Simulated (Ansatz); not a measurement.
Consider the hydrogenolysis of a C–Br bond: `C=C1[SiH2]C1Br` + H₂ → `C=C1C[SiH2]1` + HBr.

Computed with Ansatz on PBE0-D4/def2-TZVP structures; ΔE is electronic, products minus reactants. CCSD(T)/CBS adds triple-zeta CCSD(T) − MP2 to the extrapolated MP2 energy (def2 sets, frozen cores). This one scheme is used for every species. Functionals use def2-TZVPP. For Br outer-core shells are correlated without core-valence functions, which leaves a few kJ/mol of doubt a bond. Scalar relativity is left out up to krypton.

```tsv
level	ΔE (kJ/mol)
ωB97X-V	-77.2
B2PLYP	-77.1
```

What does CCSD(T)/CBS give? (Estimate.)

Ansatz gave: -73.2 kJ/mol. The listed levels differ from it by -4.0, -3.9 kJ/mol.

Largest T1 diagnostic among the species: 0.012.

From r2SCAN to r2SCAN0 (25 % exact exchange), in def2-TZVPP and without D4, ΔE moves by −5.9 kJ/mol. Leaving LDA and LC-ωPBE aside and taking each functional with its dispersion term where it has one, the values, not all of them listed here, spread over 18.3 kJ/mol, from CAM-B3LYP-D4 to revPBE-D4.
